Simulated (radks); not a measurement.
Values are calculated unless marked as measured or tabulated.
Problem. All-electron atom: neutral iridium in [Xe] 4f14 5d5.25 6s2 6p1.75 (fractional occupations, a model configuration). Code: a radial shooting solver on a logarithmic mesh with Libxc functionals. Model: scalar-relativistic Kohn-Sham, SCAN, spin-unpolarised, spherical densities, finite nucleus; meta-GGA in the generalised Kohn-Sham scheme; Fermi nuclear charge, rms radius 5.4032 fm. Some entries of the table are withheld. Estimate them.

| orbital | occ. | eigenvalue (eV) | <r^2> (bohr^2) | <1/r> (bohr^-1) |
|---|---|---|---|---|
| 1s | 2 | -76204.53 | 0.0004196 | 92.16 |
| 2s | 2 | -13366.04 | 0.006413 | 21.61 |
| 2p | 6 | -11610.65 | 0.005363 | 19.36 |
| 3s | 2 | -3145.286 | 0.04140 | 8.016 |
| 3p | 6 | -2628.907 | (1) | 7.343 |
| 3d | 10 | -2059.169 | 0.03521 | 6.914 |
| 4s | 2 | -683.8438 | 0.2020 | 3.415 |
| 4p | 6 | (2) | 0.2302 | 3.096 |
| 4d | 10 | (3) | 0.2645 | 2.766 |
| 5s | 2 | -107.6268 | 1.065 | 1.381 |
| 4f | 14 | -71.7448 | 0.3493 | 2.317 |
| 5p | 6 | -63.4211 | 1.432 | 1.174 |
| 5d | 5.25 | -13.6329 | 2.998 | 0.8191 |
| 6s | 2 | -10.3405 | 7.752 | 0.4924 |
| 6p | 1.75 | -3.1857 | 15.84 | 0.3448 |

Solution. 
(1) 3p <r^2> (bohr^2): 0.04240
(2) 4p eigenvalue (eV): -513.7064
(3) 4d eigenvalue (eV): -303.9359
